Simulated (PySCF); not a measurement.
B(F)(OMe)(OtBu) (C5H12BFO2), SMILES FB(OC)OC(C)(C)C.

Geometry: B3LYP-D3(BJ)/def2-SVP. The values are those of a single conformer.

Computed with B3LYP-D3(BJ)/def2-SVP in PySCF.

No scaling factor is applied to the harmonic values.

```
mode  ν (cm⁻¹)  IR (km/mol)  moving atoms (share of kinetic energy)
----  --------  -----------  --------------------------------------
1           43          0.2                                  H 85 %
2           53          1.5                  C 44 %, H 37 %, F 15 %
3          106          0.0          O 39 %, C 29 %, H 19 %, F 13 %
4          129          3.6           C 47 %, H 23 %, F 17 %, O 9 %
5          173          2.2          O 52 %, F 18 %, H 17 %, C 11 %
6          209          0.3           C 52 %, H 21 %, F 18 %, O 8 %
7          218          0.0                                  H 98 %
8          274          0.1                                  H 94 %
9          281          0.0                                  H 95 %
10         304          4.6                  C 45 %, H 31 %, F 22 %
11         353          0.5                  C 48 %, H 36 %, O 15 %
12         391          3.8                  H 33 %, C 31 %, O 31 %
13         409          2.0          C 46 %, H 29 %, F 12 %, O 10 %
14         473          1.8                  C 46 %, H 29 %, O 22 %
15         502         13.5          F 32 %, C 27 %, O 21 %, H 14 %
16         562          3.8                  O 40 %, C 29 %, H 20 %
17         683         60.2                          B 80 %, O 15 %
18         732          5.9          O 40 %, C 31 %, F 18 %, H 11 %
19         821          7.2           C 49 %, H 26 %, O 17 %, F 9 %
20         923          0.1                          H 60 %, C 40 %
21         928          0.4                          H 60 %, C 40 %
22         960          0.0                          H 82 %, C 18 %
23         983         40.8                  O 47 %, C 22 %, H 21 %
24        1046          0.3                          H 68 %, C 30 %
25        1047          0.6                          H 69 %, C 30 %
26        1128         16.1                  O 40 %, C 31 %, H 16 %
27        1181          0.6                          H 76 %, C 19 %
28        1204         11.0                          H 62 %, C 28 %
29        1225        162.5                  C 52 %, H 33 %, O 12 %
30        1266         16.6                          C 67 %, H 33 %
31        1275         18.0                          C 64 %, H 33 %
32        1386         79.8                          H 67 %, C 27 %
33        1387         18.0                          H 74 %, C 26 %
34        1403        169.4                  H 56 %, B 20 %, C 16 %
35        1419        233.6                  H 54 %, B 23 %, C 14 %
36        1432        364.8                  B 44 %, H 32 %, O 15 %
37        1444          0.3                                  H 96 %
38        1461          2.0                                  H 96 %
39        1462          0.1                                  H 96 %
40        1470          5.7                                  H 97 %
41        1474         30.7                                  H 95 %
42        1476          2.1                                  H 94 %
43        1480         26.6                                  H 83 %
44        1497          5.2                                  H 94 %
45        1529        419.3                  H 42 %, B 36 %, O 19 %
46        3019         44.1                                  H 97 %
47        3037         11.0                                  H 97 %
48        3039         20.1                                  H 97 %
49        3045          7.6                                  H 97 %
50        3095         30.8                          H 90 %, C 10 %
51        3120          2.8                          H 90 %, C 10 %
52        3122          9.3                          H 90 %, C 10 %
53        3128         24.8                          H 90 %, C 10 %
54        3129         35.3                          H 90 %, C 10 %
55        3133         33.9                          H 90 %, C 10 %
56        3142          2.2                          H 90 %, C 10 %
57        3146         17.4                           H 91 %, C 9 %
```
